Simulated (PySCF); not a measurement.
# Argon: a sound run and one with changed settings

Sound run: Ar+ [Ne] 3s2 3p5, Ar(2+) [Ne] 3s2 3p4. Computed with PySCF 2.14 in x2c-TZVPall (5s5p2d1f, 37 functions), with scalar relativity by spin-free X2C-1e. In the sound run the correlated levels freeze [Ne]. The sound run starts from symmetry-adapted Hartree-Fock orbitals and uses a fine grid where one is needed.

Changed run: a valence shell is frozen. This setting is unsound on purpose.

```json
{"species": "Ar+", "method": "MP2", "sound run (hartree)": "-528.24147", "changed run (hartree)": "-528.18238", "converged": "yes"}
{"species": "Ar+", "method": "CCSD(T)", "sound run (hartree)": "-528.27237", "changed run (hartree)": "-528.19745", "converged": "yes"}
{"species": "Ar(2+)", "method": "MP2", "sound run (hartree)": "-527.23707", "changed run (hartree)": "-527.17066", "converged": "yes"}
{"species": "Ar(2+)", "method": "CCSD(T)", "sound run (hartree)": "-527.26802", "changed run (hartree)": "-527.18373", "converged": "yes"}
```

Ionisation energy of Ar+:

```json
{"method": "UHF", "sound run (eV)": "26.368", "changed run (eV)": "26.368"}
{"method": "MP2", "sound run (eV)": "27.331", "changed run (eV)": "27.530"}
{"method": "SCS-MP2", "sound run (eV)": "27.324", "changed run (eV)": "27.600"}
{"method": "CCSD", "sound run (eV)": "27.297", "changed run (eV)": "27.538"}
{"method": "CCSD(T)", "sound run (eV)": "27.330", "changed run (eV)": "27.585"}
```

Freezing a valence shell removes pair correlation that changes on ionisation.

For comparison, NIST gives 27.630 eV between the lowest levels.
